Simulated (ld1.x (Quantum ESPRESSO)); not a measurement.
# Varying the TM potential for aluminium (Al)

Base potential:

* Element: aluminium
* Generator: ld1.x (Quantum ESPRESSO) 7.5
* Type: norm-conserving Troullier–Martins (Kleinman–Bylander form)
* Functional: LDA (PZ)
* Relativity: non-relativistic
* Frozen core: [Ne]
* Valence charge: 3
* Reference configuration: 3s2 3p1
* Partial waves: 3p (bound): rc 2.65 bohr; 3d channel at -0.05 Ry: rc 2.30 bohr; 3s (bound): rc 1.85 bohr
* Local potential: the s channel
* Core correction: none

All-electron outer shells of the reference configuration (LDA (PZ), non-relativistic, ld1.x):

```
shell  level (eV)  outermost node (bohr)  outermost maximum (bohr)
   3s       -7.81                   0.80                      2.06
   3p       -2.80                   0.82                      2.64
```

Cutoffs, loose and tight: the cutoffs (Ry, on a coarse ladder) from which the occupation-weighted sum of valence levels, in a spherical-Bessel basis at the reference potential, stays within 10 and 1 mRy of its value at 400 Ry. They do not see the model core or the augmentation charge, which bear on the density cutoff. Test errors are all-electron minus pseudo excitation energies from the reference, over the configurations 3s2 3p0; 3s1 3p0; 3s2 3p0.5; 3s2 3p1.3; 3s1 3p2; 3s1 3p1; 3s0 3p3 (two spin-polarised tests are not counted in the largest error). A dash means not determined; rows that change the core or the reference have their own tests.

| change | outcome | cutoff, loose | cutoff, tight | bound ghosts | largest test error (meV) |
| --- | --- | --- | --- | --- | --- |
| base | generated | 10 Ry | 30 Ry | none | +88 |
| wave 3p (bound): rc 2.65 bohr becomes 3p (bound): rc 2.00 bohr | generated | 10 Ry | 30 Ry | none | +88 |
| wave 3p (bound): rc 2.65 bohr becomes 3p (bound): rc 2.26 bohr | generated | 10 Ry | 30 Ry | none | +89 |
| wave 3p (bound): rc 2.65 bohr becomes 3p (bound): rc 2.50 bohr | generated | 10 Ry | 30 Ry | none | +89 |
| wave 3p (bound): rc 2.65 bohr becomes 3p (bound): rc 2.70 bohr | generated | 10 Ry | 30 Ry | none | +88 |
| wave 3p (bound): rc 2.65 bohr becomes 3p (bound): rc 2.96 bohr | generated | 10 Ry | 30 Ry | none | +86 |
| wave 3p (bound): rc 2.65 bohr becomes 3p (bound): rc 3.26 bohr | generated | 10 Ry | 30 Ry | none | +85 |
| wave 3p (bound): rc 2.65 bohr becomes 3p (bound): rc 3.54 bohr | generated | 10 Ry | 30 Ry | none | +84 |
| wave 3p (bound): rc 2.65 bohr becomes 3p (bound): rc 3.70 bohr | generated | 10 Ry | 30 Ry | none | +84 |
| wave 3p (bound): rc 2.65 bohr becomes 3p (bound): rc 3.98 bohr | generated | 10 Ry | 30 Ry | none | +87 |

What comes out with this change to the base: wave 3p (bound): rc 2.65 bohr becomes 3p (bound): rc 1.72 bohr?

outcome: generated; cutoff, loose: 12 Ry; cutoff, tight: 35 Ry; bound ghosts: none; largest test error (meV): +85.

Reading the sweep of the p radius (base included, trends over the rows without a ghost): The loose cutoff stays near 10 Ry. The median size of the test errors (rows with all tests solved) is not monotonic: lowest 7.4 meV at 2.26 bohr, highest 9.5 meV at 1.72 bohr.
